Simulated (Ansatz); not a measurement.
Relaxation of Cl2F2H3In (8 atoms, charge 0, multiplicity 1), to a largest force component of 0.03 eV/Å in at most 50 steps.

Method: RKS BLYP-D4/def2-SVP in Ansatz.

```xyz
8
Properties=species:S:1:pos:R:3:forces:R:3
In -0.542 0.307 -1.237 -0.08 -0.17 0.31
H 0.445 1.598 -0.636 0.06 0.05 0.05
Cl 0.289 -1.741 -2.092 0.00 0.00 0.00
Cl -2.876 0.613 -1.535 0.00 0.00 0.00
H 0.081 -0.860 1.959 1.38 -0.11 0.00
F -0.820 -0.697 1.871 -1.14 0.32 -0.46
H 1.589 0.809 0.687 -0.35 1.14 -0.41
F 1.834 -0.028 0.983 0.13 -1.23 0.51
```

**Question.** Where does it end, and by what steps?

**Answer.** The run converged. After 15 steps the energy has fallen by 0.572 eV; F8 moved furthest, 0.79 Å. Joined: In1–F6 (3.28 → 2.35 Å).

| step | energy less start (eV) | largest force component (eV/Å) | accepted |
| --- | --- | --- | --- |
| 0 | 0.0000 | 1.378 | yes |
| 1 | -0.1781 | 0.342 | yes |
| 2 | -0.3455 | 0.483 | yes |
| 3 | -0.4670 | 0.307 | yes |
| 4 | -0.4125 | 1.669 | no |
| 5 | -0.5194 | 0.270 | yes |
| 6 | -0.5459 | 0.154 | yes |
| 7 | -0.5530 | 0.191 | yes |
| 8 | -0.5608 | 0.061 | yes |
| 9 | -0.5595 | 0.307 | no |
| 10 | -0.5650 | 0.054 | yes |
| 11 | -0.5684 | 0.080 | yes |
| 12 | -0.5703 | 0.061 | yes |
| 13 | -0.5710 | 0.094 | yes |
| 14 | -0.5680 | 0.182 | no |
| 15 | -0.5721 | 0.024 | yes |

```xyz
8
Properties=species:S:1:pos:R:3
In -0.571 0.033 -1.022
H 0.700 1.186 -0.540
Cl 0.075 -1.888 -2.258
Cl -2.816 0.780 -1.174
H 0.272 -0.467 1.518
F -0.552 -0.857 1.148
H 1.369 0.836 0.742
F 1.523 0.377 1.587
```

Run time: 32 s on 2 threads of Intel(R) Xeon(R) Platinum 8488C (Sapphire Rapids), with other jobs on the host, peak memory 0.17 GiB.
